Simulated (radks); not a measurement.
Kinetic energies: the exact non-interacting value of the Kohn-Sham orbitals and orbital-free approximations, in hartree. Species: Ba+ [Xe] 6s1; Se23+ [Ne] 3s1. All-electron calculation, non-relativistic Kohn-Sham, exchange-only LDA, spin-polarised, spherical densities, point nucleus. Program: a radial shooting solver on a logarithmic mesh with Libxc functionals. Every spin shell is full or empty, so the densities are truly spherical. Functionals are evaluated on that one density, not self-consistently.

functional          Ba+    Se23+
exact           7874.58  2062.56
Thomas-Fermi     7468.6   1928.8
von Weizsacker   3151.5   1161.2
TF + vW           10620   3090.0
LC94             7876.9   2071.7
APBEK            7880.5   2073.5
revAPBEK         7893.7   2080.1
Thakkar          7823.5   2065.0
Pearson          7802.0   2039.7
LKT              9316.8   2648.7
PG1              9004.6   2538.4
DePristo-Kress   7863.0   2071.1
